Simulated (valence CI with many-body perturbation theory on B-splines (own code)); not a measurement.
## A CI+MBPT run for Os LIV

Calculated by relativistic CI+MBPT: five valence electrons over a frozen Dirac-Fock core [Ar], a basis of 6 s, 6 p, 5 d, 5 f, 1 g functions for each j, with the one-electron correlation potential Σ1 (screened to all orders), the two-electron term Σ2, the three-electron term Σ3, Breit, model QED; selected single and double excitations, second order for the rest, scaled by the run's own slope (own B-spline code, finite nucleus).

Command, and the settings that its task file holds:

```sh
python run_cv.py task.json out
```

```
atom Os  Z=76  mass_number=192  rms_radius_fm=5.4126
core [Ar]
valence 3d5
avg = 1
basis = S
breit = 1
cap = 10000
capref = 1200
cscale = 1
de = 0.0
dress = 0
eps = 1e-06
extrap = 1
h = 0.27
hh = 1
l2 = 3
lcore = 6
maxit = 60
n2 = 5
natural = 1
nlev = 21
nno = [3, 3, 3, 3, 1]
nroot = 26
nsp = [3, 3, 2, 2, 0]
pt2 = 1
qed = 1
rpa = 1
s1 = 1
s2 = 1
s3 = 1
screen = 1
tol = 2e-05
whole = 1
```

It took 17 s on 1 thread of Intel(R) Xeon(R) 6975P-C (Granite Rapids), with other jobs on the host.

Log. The first blocks belong to the next ion, which gives the ionisation energy. Fields: 2J, parity (1 odd), roots, reference size, generating configurations, candidates as configurations/state functions, variational space P, stored matrix elements, Davidson steps; e2 is the range of second-order energies in hartree. The first line gives the box (bohr), its intervals, the orbitals and the steps of their self-consistent field. Window is the range of levels sought, series limit the energy at which the first omitted orbital would enter, core excitation an estimate of the first excitation out of the core, left out the lowest levels not solved, and shifts from estimates the range by which levels moved from their first estimate, all in cm⁻¹.

```
rmax 2.1 intervals 55 orbitals 40 references ['3d5', '3d4 4s', '3d4 4p'] scf 4 t 0.5
2J=0 par=0 roots 2 ref 17 generators 4 cand 1145/2051 P 335/603 nnz 0 it 0
2J=0 par=0 roots 2 ref 17 generators 4 cand 823/1465 P 568/1000 nnz 0 it 0
   second order: generators 7 cand 2082/4894 e2 -0.00036 -0.00004
reference levels 556, estimated 32, window 1417443 1/cm; series limit 26940055, core excitation 2601206
2J=5 par=0 roots 7 ref 81 generators 5 cand 1431/16547 P 250/3568 nnz 3.2e+06 it 5
2J=5 par=0 roots 7 ref 81 generators 5 cand 1367/15544 P 767/9994 nnz 2.2e+07 it 7
   second order: generators 6 cand 2017/44028 e2 -0.00158 -0.00064
2J=7 par=0 roots 6 ref 72 generators 3 cand 1423/16823 P 195/3560 nnz 3.4e+06 it 4
2J=7 par=0 roots 6 ref 72 generators 3 cand 1375/15825 P 646/9994 nnz 2.4e+07 it 5
   second order: generators 4 cand 2091/46137 e2 -0.00199 -0.00119
2J=11 par=0 roots 3 ref 35 generators 3 cand 1201/10535 P 264/3534 nnz 3.3e+06 it 4
2J=11 par=0 roots 3 ref 35 generators 3 cand 1136/9527 P 703/7877 nnz 1.5e+07 it 5
   second order: generators 3 cand 697/5184 e2 -0.00110 -0.00088
2J=3 par=0 roots 5 ref 67 generators 3 cand 1431/12858 P 275/3592 nnz 3.4e+06 it 4
2J=3 par=0 roots 5 ref 67 generators 3 cand 1346/11832 P 769/8657 nnz 1.7e+07 it 5
   second order: generators 5 cand 2019/34200 e2 -0.00104 -0.00073
2J=9 par=0 roots 4 ref 56 generators 3 cand 1352/14488 P 218/3527 nnz 3.4e+06 it 4
2J=9 par=0 roots 4 ref 56 generators 3 cand 1294/13489 P 643/8890 nnz 1.9e+07 it 5
   second order: generators 3 cand 869/8126 e2 -0.00147 -0.00089
2J=1 par=0 roots 3 ref 39 generators 3 cand 1215/6105 P 397/2873 nnz 2.1e+06 it 4
2J=1 par=0 roots 3 ref 39 generators 3 cand 1162/5765 P 786/5074 nnz 5.8e+06 it 5
   second order: generators 3 cand 773/3564 e2 -0.00073 -0.00052
2J=13 par=0 roots 1 ref 18 generators 1 cand 878/6205 P 238/2492 nnz 0 it 1
2J=13 par=0 roots 1 ref 18 generators 1 cand 878/6205 P 418/3994 nnz 4.7e+06 it 5
   second order: generators 1 cand 698/4703 e2 -0.00117 -0.00117
left out: unestimated 2076353, estimated 1893748, shifts from estimates -484 to 618
operators 0.8
```

The Davidson iterations converged.

No measured spectrum was set against this ion. As an estimate, large intervals hold to a few tenths of a per cent, small ones and those within an open d or f shell to about a per cent. Among the levels kept, up to 410 cm⁻¹ of a level comes from second order outside the variational space, and about a tenth of that is noise between levels of different J, which matters for small intervals. Only levels of the ground parity were solved; by the run's estimate the other parity begins above the list, which can be wrong where configurations are misplaced.

```yaml
Valence_energy: -994.0412 hartree
Ionisation_energy: "5051.9 eV (NIST: 5052 ± 5 eV (theoretical))"
Reference_configurations_for_the_orbitals: 3d5, 3d4 4s, 3d4 4p
Radial_orbitals: 40
Box_radius: 2.122 bohr
Largest_variational_space: 9994
Lowest_levels: (3d3/2^4 3d5/2) J=5/2 0, (3d3/2^3 3d5/2^2) J=5/2 [a] 545240, (3d3/2^3 3d5/2^2) J=7/2 [a] 641550, (3d3/2^3 3d5/2^2) J=11/2 651460, (3d3/2^3 3d5/2^2) J=3/2 [a] 658000, (3d3/2^3 3d5/2^2) J=9/2 699300, (3d3/2^3 3d5/2^2) J=5/2 [b] 731620, (3d3/2^3 3d5/2^2) J=1/2 764330, (3d3/2^3 3d5/2^2) J=7/2 [b] 768300, (3d3/2^3 3d5/2^2) J=3/2 [b] 914620, (3d3/2^2 3d5/2^3) J=5/2 [a] 1177700, (3d3/2^2 3d5/2^3) J=7/2 [a] 1250900, (3d3/2^2 3d5/2^3) J=11/2 1253300, (3d3/2^2 3d5/2^3) J=9/2 [a] 1270500 cm⁻¹
```

Levels are named by their leading jj configuration (3d3/2^4 stands for four electrons in 3d with j = 3/2), which in mixed levels can hold well under half, so a name can repeat and another be missing. Letters in brackets count levels of one name in rising energy.
